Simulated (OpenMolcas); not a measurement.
## S2+: effect of the active space

```json
{
 "Program": "OpenMolcas",
 "Method": "CASSCF",
 "Basis": "ANO-RCC-VDZ",
 "Scalar Hamiltonian": "DKH2, point nucleus",
 "Spin-orbit coupling": "RASSI with atomic mean-field integrals over the reference wave functions, term energies averaged over their components"
}
```

A. 2 electrons in 3 orbitals (3p); 2S+1 = 3 even, 3 roots; 2S+1 = 1 even, 6 roots kept (CI in the orbitals of an earlier block); cost roughly 3 core-seconds
B. 4 electrons in 4 orbitals (3s 3p); 2S+1 = 3 even, 6 roots; 2S+1 = 1 even, 6 roots kept (CI in the orbitals of an earlier block); 2S+1 = 3 odd, 9 roots; 2S+1 = 5 odd, 1 root kept (CI in the orbitals of an earlier block); 2S+1 = 1 odd, 8 roots kept (CI in the orbitals of an earlier block); cost roughly 9 core-seconds

Energies in eV above 3s² 3p² ³P₀, the measured ground level; measured values from NIST levels in Podobedova, Kelleher and Wiese, J. Phys. Chem. Ref. Data 38, 171 (2009).

```tsv
Level	A	B	Measured
3s² 3p² ³P₀	0.0000	0.0000	0.0000
3s² 3p² ³P₁	0.0318	0.0313	0.0370
3s² 3p² ³P₂	0.0909	0.0884	0.1033
3s² 3p² ¹D₂	1.7628	1.7606	1.4038
3s² 3p² ¹S₀	4.3131	3.2104	3.3675
```

Deviations, from unrounded energies. A percentage is the sum of absolute deviations over the sum of measured energies, with the sign that they share, or ± where signs differ.

| Against measurement | Levels | A | B |
| --- | --- | --- | --- |
| mean absolute deviation (cm-1) | 4 | 2700 | 1100 |
| fine structure of the ground term (%) | 2 | -12.6 | -14.7 |
| other terms of the ground configuration (%) | 2 | +27.3 | ±10.8 |

B lies closest to measurement on these levels. The largest miss of B in the table is 3s² 3p² ¹D₂, by +2900 cm-1. The ranking rests on the paired levels alone, and a cruder setting can come out closer through cancelling errors.

Between A and B the level of the table that moves most is 3s² 3p² ¹S₀, by 8900 cm-1 (lowest in B, highest in A).

Terms from blocks run as CI alone lack orbitals of their own. With the s shell closed, the reference lacks s² → p² mixing (holds for A). Measured partners are found by configuration, term and J. A level has none where our copy of the source lacks it or the pairing is in doubt (some pairs that miss far off the trend of their configuration count as doubtful), and it then counts in no deviation. Only configurations of the active space appear. Levels that lie high or do not pair safely by name in every column are left out.
